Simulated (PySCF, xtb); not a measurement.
C₂F₆, SMILES FC(C(F)(F)F)(F)F.

Harmonic wavenumbers (cm⁻¹) from GFN2-xTB run with xtb at its own minimum, in rising order: 37, 166, 167, 322, 343, 343, 456, 456, 550, 550, 619, 746, 1041, 1118, 1118, 1137, 1137, 1212.

Problem. What does PySCF 2.14.0 with PBE0-D3(BJ)/def2-SVP give at its own minimum? (Estimate from the structure and the level; the computed values follow.)

Solution. 56, 214, 214, 355, 385, 385, 532, 532, 632, 632, 730, 835, 1165, 1300, 1300, 1312, 1313, 1479. Paired by order, the mean absolute difference is 103 cm⁻¹ and the zero-point energies are 16.5 and 19.1 kcal/mol.
